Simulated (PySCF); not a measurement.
Labels have come off several samples. The candidates:

A. `InChI=1S/C3H10FNSi2/c1-2-3-5(6)7-4/h2-3H,7H2,1,6H3/b3-2+`
B. `InChI=1S/C7H6O2/c1-3-7(2)4-6(7)9-5-8/h1,4-5H,2H3/t7-/m1/s1`
C. `Clc1pcccc1C1CC1`

Spectrum 1. ¹H NMR (400 MHz, computed): δ 8.25 (s, 1H), 6.19 (s, 1H), 1.61 (s, 3H), 1.37 (s, 1H). ¹³C{¹H} NMR (computed): δ 162.1 (CH), 145.6 (C), 97.8 (CH), 93.3 (C), 71.1 (CH), 29.2 (CH3), 23.0 (C).

Spectrum 2. ¹H NMR (400 MHz, computed): δ 8.92 (m, 1H), 7.92 (m, 1H), 7.73 (m, 1H), 2.17 (m, 1H), 1.09 (m, 2H), 0.60 (m, 2H). ¹³C{¹H} NMR (computed): δ 185.9 (C), 164.9 (CH), 152.9 (C), 138.2 (CH), 136.6 (CH), 21.3 (CH), 9.6 (CH2).

Spectrum 3. ¹H NMR (400 MHz, computed): δ 5.98 (m, 1H), 5.24 (m, 2H), 5.04 (m, 1H), 4.68 (s, 3H), 1.89 (d, 3H). ¹³C{¹H} NMR (computed): δ 133.4 (CH), 110.3 (CH), 19.4 (CH3).

All values are calculated (PySCF 2.14): shieldings: GIAO PBE0/pcSseg-1, geometry from GFN2-xTB. No relativistic terms, averaged over atoms made equivalent by symmetry, fast rotation or ring inversion, one conformer, in vacuum.

Referencing at the same level of theory: ¹H (σref 31.72), ¹³C (σref 186.93) against TMS. Splittings of carbon signals by F and P are missing where no couplings were computed. Where no couplings were computed, multiplicities follow the n + 1 count of equivalent neighbours, and m marks all less simple cases (inequivalent or close neighbours, rings, F or P nearby). Shifts are as computed. Against solution values, carbons near 30 ppm lie about +3 ppm off and those near 130 ppm about +5 ppm; carbons on Cl a further +6 ppm. Of 1211 compounds with measured shifts, 218 miss one by over three times the rms of a fit or turn the order of signals round; such compounds aren't used in these exercises. Carbons bonded to Cl come out too deshielded.

**Question.** Match each spectrum to its structure.

**Answer.** 1–B, 2–C, 3–A.

- Spectrum 1 (B): 7 ¹³C signals; δC 162.1 is an ester carbonyl carbon; δC 145.6 is an alkene carbon bearing oxygen.
- Spectrum 2 (C): 7 ¹³C signals; δC 138.2 is an aromatic CH; δC 136.6 is an aromatic CH.
- Spectrum 3 (A): 3 ¹³C signals; δC 133.4 is an alkene carbon bearing nitrogen; δC 110.3 is a β carbon of an enol-ether or enamine type C=C.
